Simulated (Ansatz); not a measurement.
C2H4OSi can be A, `O=C=C[SiH3]`, or B, `OC#C[SiH3]`.

Computed with Ansatz on PBE0-D4/def2-TZVP structures; ΔE is electronic, products minus reactants. CBS: MP2 limit from def2 TZ/QZ plus the TZ coupled-cluster correction, frozen cores. DFT in def2-TZVPP. B3LYP here is the variant with VWN-RPA as its local correlation; programs differ in this. One conformer a species, not always the lowest.

A:

```xyz
8

O     2.447    1.124   -0.475
C     1.614    0.333   -0.349
C     0.645   -0.531   -0.198
Si   -1.053    0.041    0.251
H     0.887   -1.578   -0.348
H    -2.034   -0.352   -0.794
H    -1.486   -0.558    1.540
H    -1.021    1.520    0.374
```

B:

```xyz
8

O    -1.469   -2.356   -0.040
C    -0.784   -1.257   -0.028
C    -0.141   -0.236   -0.088
Si    0.822    1.293   -0.164
H    -1.709   -2.617    0.858
H     0.075    2.341   -0.905
H     1.088    1.777    1.215
H     2.118    1.055   -0.849
```

Problem. Which isomer does CCSD(T)/CBS put lower? Give the gap. (Best estimate.)

Solution. Computed: A, by 124.7 kJ/mol.

Problem. Give E(B) − E(A) in kJ/mol with CCSD/def2-TZVPP, r2SCAN-D4, BLYP-D4, B3LYP-D4, LDA (SPW92), CCSD(T)/def2-SVP, PBE0-D4. (An estimate is asked.)

Solution. Ansatz gave: CCSD/def2-TZVPP 126.5, r2SCAN-D4 147.5, BLYP-D4 143.3, B3LYP-D4 139.1, LDA (SPW92) 137.3, CCSD(T)/def2-SVP 137.4, PBE0-D4 140.7. None reverses the order clearly.

Problem. Does the order hold for the free energy at 298.15 K (harmonic terms from PBE0-D4)? (Estimate.)

Solution. The calculation gave: Yes: G(B) − G(A) = +120.7 kJ/mol, for one conformer each. Modes under 60 cm⁻¹, often nearly free rotors, make the harmonic entropy too high.

Largest T1 diagnostic: 0.016.

At CCSD(T), def2-SVP lies +12.7 kJ/mol from the extrapolated value and def2-TZVPP +4.5 kJ/mol. From r2SCAN to r2SCAN0 (25 % exact exchange), in def2-TZVPP and without D4, E(B) − E(A) moves by −5.8 kJ/mol.
